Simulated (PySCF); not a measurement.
The vertical singlet excitations below were computed for one of the candidates. Computed with PySCF 2.14.0, density-fitted response routines, TDDFT PBE0/def2-SVPD, vertical, gas phase, core orbitals frozen in the response. Geometries: PBE0-D3(BJ)/def2-SVP, one conformer each.

```tsv
state	ν̃ (cm⁻¹)	f	main configurations (H = HOMO, L = LUMO)
S1	44600	0.390	H→L (97%)
S2	48050	0.0004	H-1→L (96%)
S3	49200	0.0004	H→L+1 (93%)
S4	50890	0.0001	H→L+2 (92%)
S5	52550	0.012	H-2→L (55%), H→L+3 (21%), H→L+6 (21%)
S6	53510	0.0035	H→L+4 (82%), H→L+5 (10%)
S7	54060	0.022	H→L+3 (39%), H-1→L+1 (28%), H-1→L+2 (15%)
S8	54650	0.0088	H-1→L+1 (42%), H→L+3 (33%), H-1→L+2 (12%)
S9	56420	0.0062	H-1→L+2 (70%), H-1→L+1 (26%)
S10	56570	0.0065	H→L+5 (74%), H→L+7 (14%)
```

Triplets computed (Tamm–Dancoff): 3.78, 5.20, 5.77, 5.94 eV.

Question: Which candidate is it? All have the formula C6H10OSi2.
A. `c1coc([SiH]2C[SiH2]C2)c1`
B. `C=CC1=C[SiH2]C=C[Si@@H]1O`
C. `C#C[C@@H]1C=CC[Si@H]1O[SiH3]`
D. `C#C[C@@H]1C=CC[Si@@H]1O[SiH3]`
E. `[SiH3]/C=C/[SiH2]C1=CC=CO1`

Answer: A. Its S1 lies at 5.53 eV; the nearest of the others has S1 at 5.81 eV. S1 is HOMO→LUMO (97%). Löwdin shares by element: HOMO carbon 78% or more (atoms not listed hold the other 22%); LUMO carbon 42% or more, oxygen 12% (atoms not listed hold the other 45%). At the same level the other candidates give, for their lowest levels:
- `[SiH3]/C=C/[SiH2]c1ccco1`: 4.84 eV (f 0.004); 5.78 eV (f 0.007); 5.83 eV (f 0.452); 6.30 eV (f 0.008); 6.35 eV (f 0.001); T1 3.83 eV; HOMO -6.78, LUMO -1.06 eV
- `C=CC1=C[SiH2]C=C[Si@@H]1O`: 4.94 eV (f 0.056); 4.96 eV (f 0.069); 5.31 eV (f 0.277); 5.41 eV (f 0.005); 5.60 eV (f 0.054); T1 2.97 eV; HOMO -7.05, LUMO -1.56 eV
- `C#C[C@@H]1C=CC[Si@@H]1O[SiH3]`: 5.93 eV (f 0.026); 6.21 eV (f 0.015); 6.43 eV (f 0.010); 6.53 eV (f 0.004); 6.63 eV (f 0.005); T1 4.24 eV; HOMO -7.12, LUMO 0.00 eV
- `C#C[C@@H]1C=CC[Si@H]1O[SiH3]`: 5.81 eV (f 0.008); 6.26 eV (f 0.005); 6.34 eV (f 0.021); 6.39 eV (f 0.015); 6.58 eV (f 0.005); T1 4.23 eV; HOMO -7.19, LUMO -0.12 eV

Conformer computed: `[cH:1]1[cH:2][o:3][c:4]([SiH:5]2[CH2:6][SiH2:7][CH2:8]2)[cH:9]1`: O3–C4–Si5–C6 -53°.
